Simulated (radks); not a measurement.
Values are calculated unless marked as measured or tabulated.
As VII, configuration [Ar] 3d9. Code: a radial shooting solver on a logarithmic mesh with Libxc functionals. Model: Dirac Kohn-Sham, LB94 model potential, spin-unpolarised, spherical densities, finite nucleus; open shells fill j = l - 1/2 first; Fermi nuclear charge, rms radius 4.0968 fm.

Normalised radial functions P(r) = r R(r) (large component), r in bohr:

r          2p3/2
0.004343  0.0187
0.005477  0.0291
0.006908  0.0451
0.008711  0.0694
0.01099   0.1060
0.01385   0.1603
0.01747   0.2396
0.02204   0.3530
0.02779   0.5102
0.03505   0.7206
0.0442    0.9888
0.05574   1.3088
0.07029   1.6573
0.08864   1.9878
0.1118    2.2312
0.141     2.3091
0.1778    2.1628
0.226     1.7750
0.285     1.2552
0.3595    0.7361
0.4533    0.3445
0.5717    0.1227
0.721     0.0313
0.9093    0.0053
1.147     0.0005
1.446     0.0000
1.824     0.0000
2.3       0.0000

2p3/2: eigenvalue -1424.8 eV, 0 radial nodes, <r> = 0.178 bohr, 90 % of the charge inside 0.289 bohr.
